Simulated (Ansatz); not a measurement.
Mulliken charges of Cl$_{3}$FH$_{2}$Si$_{2}$ (`F[Si](Cl)(Cl)[SiH2]Cl`) from B3LYP/def2-TZVPP in Ansatz (PBE0-D4/def2-TZVP geometry).

| atom | x (Å) | y (Å) | z (Å) | charge (e) |
| --- | --- | --- | --- | --- |
| F1 | 0.012 | -1.886 | 1.260 | -0.283 |
| Si2 | 0.467 | -1.013 | 0.015 | 0.679 |
| Cl3 | 2.480 | -0.763 | 0.144 | -0.195 |
| Cl4 | 0.018 | -2.067 | -1.669 | -0.203 |
| Si5 | -0.642 | 1.042 | -0.029 | 0.311 |
| Cl6 | -0.128 | 2.095 | 1.655 | -0.228 |
| H7 | -0.212 | 1.797 | -1.229 | -0.040 |
| H8 | -2.109 | 0.830 | -0.045 | -0.040 |

Question: By hand: the dipole of these point charges (1 e Å = 4.8032 D).

Answer: Σ q r = (-0.251, 0.156, -0.371) e Å, of length 0.474 e Å = 2.28 D.

Question: How does the dipole of the full density compare? (An estimate is asked.)

Answer: The calculation gave: (-0.147, 0.162, -0.220) e Å, 1.49 D; the point charges give 1.53 times that, at 12° from its direction.

Point charges leave out the atoms' own dipoles, such as those of lone pairs, and Mulliken's split depends on the basis, so the two needn't agree.

B3LYP here is the variant with VWN-RPA as its local correlation; programs differ in this.
